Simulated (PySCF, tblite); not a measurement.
Compound: C8H11FP (charge +1).
Z-matrix (Å and degrees, GFN2-xTB geometry), rows numbered from 1:
```
C 
C   1  1.3355
C   2  1.4423  1  126.98
C   3  1.3706  2  122.69  1  -177.26
C   4  1.4918  3  128.94  2     0.77
P   4  1.7880  3  108.14  2  -179.88
C   6  1.7876  4   95.58  3    -0.69
C   7  1.4893  6  126.42  4  -179.46
C   7  1.3548  6  105.39  4     0.90
F   9  1.3197  3  120.63  2     0.38
H   1  1.0765  2  120.02  3  -179.89
H   1  1.0753  2  124.12  3     0.27
H   2  1.0811  1  119.03  3  -179.74
H   5  1.0883  4  110.88  3  -178.93
H   5  1.0902  4  110.73  3    60.81
H   5  1.0898  4  110.90  3   -58.49
H   6  1.3779  4  114.79  3   117.96
H   6  1.3774  4  114.68  3  -120.10
H   8  1.0877  7  109.76  6   175.12
H   8  1.0892  7  110.85  6    54.96
H   8  1.0899  7  111.03  6   -64.94
```

Computed geometry: GFN2-xTB, gas phase.

Take the most abundant isotopes and a rigid rotor. The values belong to one conformer with, in the numbering `[CH2:1]=[CH:2][C:3]1=[C:4]([CH3:5])[PH2+:6][C:7]([CH3:8])=[C:9]1[F:10]`, C1–C2–C3–C4 -177°.

(1) What are A, B and C (cm⁻¹)?

(2) What kind of rotor is it?

(3) What does the inertial defect say?

(4) Give the other two planar moments, Paa and Pbb, and the rms extents of the mass along the axes.

(5) List the rotational levels J(Ka,Kc) to J = 3 (MHz).

Answers

(1) Ia = 366.18, Ib = 443.18, Ic = 798.20 u·Å²; 505379 MHz·u·Å²/I gives 1380, 1140 and 633.1 MHz, that is A = 0.04604, B = 0.03804, C = 0.02112 cm⁻¹.

(2) An asymmetric top: κ = (2 × 1140 − 1380 − 633.1)/(1380 − 633.1) = 0.36.

(3) Not planar: Δ = Ic − Ia − Ib = -11.16 u·Å². For a rigid frame Δ = −2 Σ m c², so Σ m c² = 5.58 u·Å² lies off the ab plane: 5.55 from hydrogen and 0.03 from heavier atoms. The atom farthest from that plane is 1.11 Å away.

(4) Paa = Σ m a² = (Ib + Ic − Ia)/2 = 437.60 and Pbb = Σ m b² = (Ia + Ic − Ib)/2 = 360.60 u·Å². With the mass M = 157.06 u, the rms extents √(P/M) along a, b and c are 1.67, 1.52, 0.19 Å.

(5) Above 0(0,0):
J = 1: 1(0,1) 1773, 1(1,1) 2013, 1(1,0) 2520
J = 2: 2(0,2) 4986, 2(1,2) 5053, 2(1,1) 6575, 2(2,1) 7294, 2(2,0) 7628
J = 3: 3(0,3) 9429, 3(1,3) 9442, 3(1,2) 12308, 3(2,2) 12614, 3(2,1) 13826, 3(3,1) 15252, 3(3,0) 15429
Those of J = 1 are B + C, A + C and A + B.

Its GFN2-xTB frequencies are all real (lowest 18 cm⁻¹). No vibrational averaging or centrifugal distortion is included, and the geometry carries the error of its method.
